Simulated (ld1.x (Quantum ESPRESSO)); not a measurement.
boron (B): one change to an RRKJ potential, before and after

ld1.x (Quantum ESPRESSO) 7.5 input, shortened:

```
&input
   title='B', zed=5., rel=0, dft='PBE', iswitch=3,
   config='[He] 2s1.75 2p1.25 3d-2'
 /
 &inputp
   pseudotype=2, tm=.false., rho0=0.005, lloc=0,
   nlcc=.true.
 /
3
2P  2  1   1.25   0.00  2.10  2.10  0.0
3D  3  2  -2.00   0.10  1.95  1.95  0.0
2S  1  0   1.75   0.00  1.30  1.30  0.0
 &test
   configts(1)='2s1.75 2p1.25'
 /
```

Change: core correction a·sin(br)/r model core inside 1.20 bohr.

Cutoffs: the cutoffs (Ry, on a coarse ladder) from which the occupation-weighted sum of valence levels, in a spherical-Bessel basis at the reference potential, stays within 10 and 1 mRy of its value at 400 Ry; they do not see the model core or the augmentation charge, which bear on the density cutoff. Errors are all-electron minus pseudo energies relative to the spin-unpolarised reference configuration.

Predict the effect on cutoff, ghosts and configuration errors.

The potential gets neither clearly harder nor softer (21 Ry and 55 Ry → 21 Ry and 55 Ry); of the 7 tests that both files solve, the error grows in 3 and shrinks in 2 by more than 15 % and 0.3 meV (median size 5.3 → 6.8 meV); neither file shows a bound ghost. The default core radius of the base comes out at 0.68 bohr. A wider model core is smoother and lowers the density cutoff, which this test does not measure.

| quantity | base | changed |
| --- | --- | --- |
| cutoff, loose | 21 Ry | 21 Ry |
| cutoff, tight | 55 Ry | 55 Ry |
| bound ghosts | none | none |
| error for 2s2 2p1, meV [ΔE -1.46 eV] | -0.1 | 0.0 |
| error for 2s2 2p0, meV [ΔE 6.76 eV] | +33 | +40 |
| error for 2s1 2p0, meV [ΔE 32.18 eV] | +125 | +140 |
| error for 2s0 2p3, meV [ΔE 10.25 eV] | -5.6 | +0.9 |
| error for 2s1 2p2, meV [ΔE 4.39 eV] | -1.0 | +0.5 |
| error for 2s2 2p0.5, meV [ΔE 1.43 eV] | +5.3 | +6.8 |
| error for 2s1 2p1, meV [ΔE 12.90 eV] | -4.4 | -7.0 |
| s: phases at 2.30 bohr within 0.05 rad from the reference energy up to (Ry; the scan ends near 5) | 2.8 | 2.8 |
| p: phases at 2.30 bohr within 0.05 rad from the reference energy up to (Ry; the scan ends near 5) | 2.2 | 2.2 |
| d: phases at 2.30 bohr within 0.05 rad from the reference energy up to (Ry; the scan ends near 5) | to the end of the scan | to the end of the scan |
